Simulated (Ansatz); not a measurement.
Abridged output of a molecular run in Ansatz:

```
Functional definition: HF
1534 factors; integrals over basis functions are off by at most 9.3e-4 eV
mean field evaluation 1: about -24200.4500 eV, gradient 4.3e1 eV
mean field evaluation 2: about -24200.6997 eV, gradient 4.3e1 eV
mean field evaluation 4: about -24204.8475 eV, gradient 4.3e0 eV
mean field evaluation 8: about -24204.9232 eV, gradient 2.5e-1 eV
mean field -24204.92360363 eV, -889.5145357469 hartree, gradient 3.8e-6 eV, S^2 0.000000; 0 other end points of the search recorded, 0 dependent functions left out
13 core orbitals not correlated: weight in the atoms' cores, before any rotation towards them, 1.000 or more for the frozen orbitals, at most 0.000 for the correlated occupied ones
reference -24204.92360363 eV, -889.5145357469 hartree; 15, 15 occupied and 233, 233 virtual orbitals, 1534 factors
second order -22.37402496 eV of doubles, -0.00000000 eV of singles
cycle   1  -23.24488693 eV  change   -8.7e-1 eV  update   9.7e-2
cycle   2  -23.77378102 eV  change   -5.3e-1 eV  update   2.8e-2
cycle   3  -23.88135548 eV  change   -1.1e-1 eV  update   1.5e-2
cycle   4  -23.87193000 eV  change    9.4e-3 eV  update   3.5e-3
cycle   5  -23.87005031 eV  change    1.9e-3 eV  update   1.7e-3
cycle   6  -23.87037326 eV  change   -3.2e-4 eV  update   5.4e-4
cycle   7  -23.87017577 eV  change    2.0e-4 eV  update   2.4e-4
cycle   8  -23.87013238 eV  change    4.3e-5 eV  update   7.7e-5
cycle   9  -23.87016115 eV  change   -2.9e-5 eV  update   3.2e-5
perturbative correction -0.91097430 eV, -0.0334776881 hartree
Total energy: -24229.70473908 eV, -890.4252256775 hartree
```

Its atoms:

Z-matrix (Å, degrees):
```
C
B 1 1.551
H 1 1.092 2 116.8
H 1 1.092 2 114.2 3 129.9
H 1 1.105 2 103.3 3 -116.3
Si 2 2.008 1 123.0 3 15.9
H 2 1.200 1 118.9 3 -163.2
Cl 6 2.083 2 99.3 1 -93.5
O 6 1.643 2 116.5 1 25.0
H 6 1.480 2 118.6 1 150.9
H 9 0.959 6 117.7 2 -48.5
```

Task: Which basis set was used?
A. def2-QZVPP
B. def2-TZVPP
C. def2-SVP
D. cc-pV(Q+d)Z

Result: B. It gives 261 functions.

Task: Write the keys of the input that set method, charge and spin (a neutral closed shell needs none for the last two).

Result: 
```yaml
correlation: {method: ccsd_t}
```
